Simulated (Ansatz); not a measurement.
Reaction (cleavage of the Si–Si bond): `C[SiH2][SiH2][AsH2]` + HCl → `C[SiH2]Cl` + `[SiH3][AsH2]`

Gas-phase electronic energies from Ansatz, PBE0-D4/def2-TZVP geometries. CCSD(T)/CBS adds triple-zeta CCSD(T) − MP2 to the extrapolated MP2 energy (def2 sets, frozen cores). This one scheme is used for every species. For As outer-core shells are correlated without core-valence functions, which leaves a few kJ/mol of doubt a bond. Scalar relativity is left out up to krypton. Each species was taken in one conformer, which may not be the lowest.

`C[SiH2][SiH2][AsH2]`:

Cartesian coordinates in Å:
```
C 0.914 -1.515 -1.180
Si 1.277 0.129 -0.351
Si -0.336 0.598 1.276
As -2.468 0.521 0.235
H 0.941 -2.329 -0.453
H -0.077 -1.505 -1.640
H 1.650 -1.728 -1.959
H 1.260 1.228 -1.358
H 2.632 0.111 0.271
H -0.333 -0.467 2.318
H -0.079 1.902 1.947
H -3.159 1.224 1.393
H -2.223 1.832 -0.499
```

HCl:

```xyz
2

Cl   -0.093    0.260   -0.577
H     0.093   -0.260    0.577
```

`C[SiH2]Cl`:

Cartesian coordinates in Å:
```
C 0.545 0.129 0.841
Si -0.528 0.007 -0.669
Cl 0.028 -1.638 -1.783
H 0.256 1.001 1.435
H 1.595 0.235 0.563
H 0.440 -0.762 1.464
H -0.380 1.198 -1.541
H -1.957 -0.169 -0.311
```

`[SiH3][AsH2]`:

Z-matrix (Å, degrees):
```
Si
As 1 2.365
H 1 1.486 2 113.4
H 1 1.486 2 108.2 3 -121.1
H 1 1.486 2 108.2 3 121.1
H 2 1.523 1 92.0 3 -46.4
H 2 1.523 1 92.0 3 45.8
```

```tsv
level	ΔE (kJ/mol)
SCS-MP2/def2-TZVPP	-104.0
HF/def2-QZVPP	-122.4
HF/CBS(def2)	-122.6
MP2/CBS(def2)	-103.9
```

(1) What does CCSD(T)/CBS give? (Estimate.)

Largest T1 diagnostic among the species: 0.012.

Answers

(1) The calculation gave: -96.1 kJ/mol. The listed levels differ from it by -7.9, -26.3, -26.5, -7.8 kJ/mol.

The D4 term adds +8.7 kJ/mol with B3LYP and +5.4 kJ/mol with PBE0; it sums over pairs of atoms, weighted by their polarisabilities, and B3LYP, whose exchange is more repulsive, gets the larger term. From PBE to PBE0 (25 % exact exchange), in def2-TZVPP and without D4, ΔE moves by −5.2 kJ/mol. In def2-TZVPP, CCSD(T) changes the Hartree–Fock value by +28.1 kJ/mol (the triples alone add +3.4 kJ/mol) and MP2 by +20.3 kJ/mol.

B3LYP here is the variant with VWN-RPA as its local correlation; programs differ in this.
